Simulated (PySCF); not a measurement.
Dipole response of Ca (calcium, neutral)

[Ar] 4s1 4p1, high-spin 3P determinant (an excited configuration). Computed with PySCF 2.14 in dyall-av2z, with no relativity, point nucleus. Coupled (time-dependent) response in atomic units; α is the mean over directions. A double-zeta set is small for polarisabilities.

```
method  mean α (bohr³)         α xx, yy, zz  C₆ (like pair)  S(−4)
   UHF           221.9  212.5, 240.8, 212.5            3198  34830
   PBE           234.1  214.4, 273.4, 214.4            3050  76140
  PBE0           227.2  210.4, 260.8, 210.4            3041  55290
 wB97X           219.7  210.9, 237.2, 210.9            2987  42650
  TPSS           230.6  215.6, 260.5, 215.6            3101  61460
```

S(−4) is the Cauchy moment in α(ω) = α(0) + S(−4) ω² + …

α(iu) at PBE:

| u (hartree) | α(iu) (bohr³) |
| --- | --- |
| 0 | 234.1 |
| 0.0500 | 150.0 |
| 0.100 | 88.56 |
| 0.200 | 38.56 |
| 0.300 | 21.44 |
| 0.500 | 10.22 |
| 0.750 | 5.928 |
| 1.00 | 4.096 |
| 1.50 | 2.397 |
| 2.00 | 1.585 |
| 3.00 | 0.8326 |
| 5.00 | 0.3415 |

A single London oscillator, α(iu) = α/(1 + u²/ω²), gives C₆ = (3/4) ω α². Matching the computed C₆ needs ω = 4 × 3050 / (3 × 234.1²) = 0.0742 hartree.

The components differ because the open shell of this determinant is not spherical; for a pure term their mean is the scalar polarisability.
